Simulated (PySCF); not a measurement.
Two species compared at the same levels of theory.

First species: C7H7NO.
Geometry (GFN2-xTB, Å), atoms numbered from 1 in this order:
```xyz
16
C7H7NO angstrom
C     -2.334    0.681   -0.576
C     -1.541   -0.464   -0.003
O     -2.064   -1.493    0.356
C     -0.063   -0.274    0.105
C      0.700   -1.317    0.631
C      2.071   -1.155    0.737
N      2.700   -0.055    0.362
C      1.981    0.935   -0.137
C      0.603    0.885   -0.289
H     -3.387    0.413   -0.598
H     -1.997    0.900   -1.588
H     -2.201    1.571    0.036
H      0.209   -2.225    0.944
H      2.697   -1.939    1.139
H      2.539    1.815   -0.429
H      0.079    1.731   -0.703
```

Second species: C₈H₁₂P₂.
SMILES: `Cc1ccc(PCP)cc1`

Levels: PBE0/pcSseg-1 for dipole moment, HOMO energy, LUMO energy and HOMO–LUMO gap; GFN2-xTB for rotational constant A and rotational constant C. Geometries: GFN2-xTB. Each species is one conformer at its optimised geometry, gas phase, non-relativistic unless stated. Electronic properties by PySCF.

The conformers computed, where there is a choice (atom-mapped SMILES and torsion angles):
- `[CH3:1][C:2](=[O:3])[c:4]1[cH:5][cH:6][n:7][cH:8][cH:9]1`: C1–C2–C4–C5 180°
- `[CH3:1][c:2]1[cH:3][cH:4][c:5]([PH:6][CH2:7][PH2:8])[cH:9][cH:10]1`: C4–C5–P6–C7 -82°, C5–P6–C7–P8 -170°, H–P8–C7–P6 48°, H–P8–C7–P6 -44°

Task: Which of the two has the higher HOMO energy, and by how much?

Result: The second: -6.61 eV against -7.59 eV, a difference of 0.98 eV.

Task: Which has the higher HOMO–LUMO gap?

Result: The second: 6.03 eV against 5.41 eV, a difference of 0.62 eV.

Task: Which has the higher LUMO energy?

Result: The second: -0.58 eV against -2.18 eV, a difference of 1.60 eV.

Task: Which has the higher rotational constant C?

Result: The first: 0.937 GHz against 0.373 GHz, a difference of 0.564 GHz.

Task: Which of the two has the higher dipole moment, and by how much?

Result: The first: 2.45 D against 2.15 D, a difference of 0.30 D.

Task: Which of the two has the higher rotational constant A, and by how much?

Result: The first: 3.858 GHz against 3.059 GHz, a difference of 0.799 GHz.

On the first: The dipole equals about 8.2 × 10⁻³⁰ C·m (1 D = 3.33564 × 10⁻³⁰ C·m). A dipole of 2.45 D is allowed in Cs, and pure rotational transitions are dipole-allowed.

On the second: The dipole matches unit charges of opposite sign 0.45 Å apart (1 e·Å = 4.8032 D).
